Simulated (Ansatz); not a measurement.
## Energy profile

The step: SnH₄O ([OH][SnH3]) + H₂ → SnH₄ + H₂O; bonds formed: Sn1–H7, O2–H6; bonds broken: Sn1–O2, H6–H7 (atoms numbered as in the saddle structure below).

```
8
angstrom
Sn 0.6483 -0.3659 0.3649
O -1.3820 0.2391 -0.1313
H 1.0412 -1.8879 -0.2823
H 0.1162 -0.5686 1.9891
H 1.8945 0.7990 0.3880
H -0.7237 0.4719 -1.0936
H 0.2108 0.3402 -1.5665
H -1.8052 0.9722 0.3317
```

Electronic energies by CCSD(T) at an estimated basis limit (MP2 extrapolated from triple and quadruple zeta, plus CCSD(T) − MP2 in triple zeta), on PBE0-D4/def2-TZVP structures; SnH6O, closed shell; no counterpoise correction. Ansatz 0.2.0; basis: def2-TZVPP and def2-QZVPP; cores frozen in the correlated methods. Filled d shells of the heavier atoms are correlated. Core potentials replace the inner electrons of the atoms past krypton. The def2 sets are not built for correlating such inner shells, so the correlated values are less sure here. Extrapolation: Hartree–Fock as exp(−7.88 √X), correlation as X^−2.97.

Give the profile in kcal/mol, counted from the separated reactants. (Judge from chemistry; the value comes from the calculation.)

By the calculation:
| point | kcal/mol |
| --- | --- |
| separated: SnH4O (linked as [OH][SnH3]; Sn1, O2, H3, H4, H5, H8; singlet) + H2 (H6, H7; singlet) | 0.00 |
| start structure | -0.86 |
| saddle | 36.02 |
| end structure | -3.19 |
| separated: SnH4 (Sn1, H3, H4, H5, H7; singlet) + H2O (O2, H6, H8; singlet) | -0.93 |

The T1 diagnostic stays at or below 0.015.

For scale, one of the runs: CCSD(T)/def2-TZVPP, 165 basis functions, launched by `ansatz run in.yaml --threads 2 --pin off --events-out ev --progress --plain --max-ram 4352MiB`. Time: 52 s of wall clock on 2 CPU threads of an Arm Neoverse V1; the host was shared. Peak host memory: 1.5 GiB.
